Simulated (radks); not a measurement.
The mean radii <r> (bohr) of the occupied orbitals of an atom or ion are listed with their occupations. All-electron calculation, Dirac Kohn-Sham, XLYP, spin-unpolarised, spherical densities, finite nucleus; Fermi nuclear charge, rms radius of each element as measured or else 0.836 A^(1/3) + 0.57 fm. Program: a radial shooting solver on a logarithmic mesh with Libxc functionals.

orbital  occ.      <r>
1s1/2       2  0.03343
2s1/2       2   0.1453
2p1/2       2   0.1236
2p3/2       4   0.1284
3s1/2       2   0.4026
3p1/2       2   0.3957
3p3/2       4   0.4064
3d3/2       4   0.3822
3d5/2       6   0.3857
4s1/2       2    1.019
4p1/2       2    1.107
4p3/2       4    1.138
4d3/2     2.8    1.639
4d5/2     4.2    1.662

Name the element and its charge. Open shells, if any, are shared by 2j + 1.

Answer. Z = 44, ruthenium, charge +1: Ru+ in [Kr] 4d7. The 1s radius gives Z: for a bare nucleus <r> = (2 gamma + 1)/(2Z) with gamma = sqrt(1 - (Z/c)^2), 0.03289 bohr for Z = 44, and screening makes it slightly larger (0.03343 here). The occupations add up to 43, and the charge is Z minus that.
